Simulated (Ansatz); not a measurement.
Consider the ligand exchange at the Al–Br bond: `[OH][Al]([OH])[Br]` + HCl → `[OH][Al]([OH])[Cl]` + HBr.

Isolated molecules relaxed with PBE0-D4/def2-TZVP in Ansatz; ΔE leaves out vibrations. CCSD(T)/CBS is the MP2 limit (def2-TZVPP, def2-QZVPP) plus CCSD(T) − MP2 in def2-TZVPP, frozen cores. This one scheme is used for every species. DFT in def2-TZVPP. For Br outer-core shells are correlated without core-valence functions, which leaves a few kJ/mol of doubt a bond. Scalar relativity is left out up to krypton. Each species was taken in one conformer, which may not be the lowest.

```
             species  r2SCAN energy (Eh)
`[OH][Al]([OH])[Br]`         -2968.39593
                 HCl          -460.78587
`[OH][Al]([OH])[Cl]`          -854.44085
                 HBr         -2574.74141
```

**Question.** Work out ΔE.

**Answer.** ΔE = (-854.44085) + (-2574.74141) − (-2968.39593) − (-460.78587) = -0.00046 Eh = -1.2 kJ/mol. CCSD(T)/CBS gives +1.0 kJ/mol.

Largest T1 diagnostic among the species: 0.011.

Leaving LDA and LC-ωPBE aside and taking each functional with its dispersion term where it has one, the values, not all of them listed here, spread over 6.4 kJ/mol, from B97M-V to PBE-QIDH. At CCSD(T), def2-SVP lies −4.5 kJ/mol from the extrapolated value and def2-TZVPP −0.8 kJ/mol.
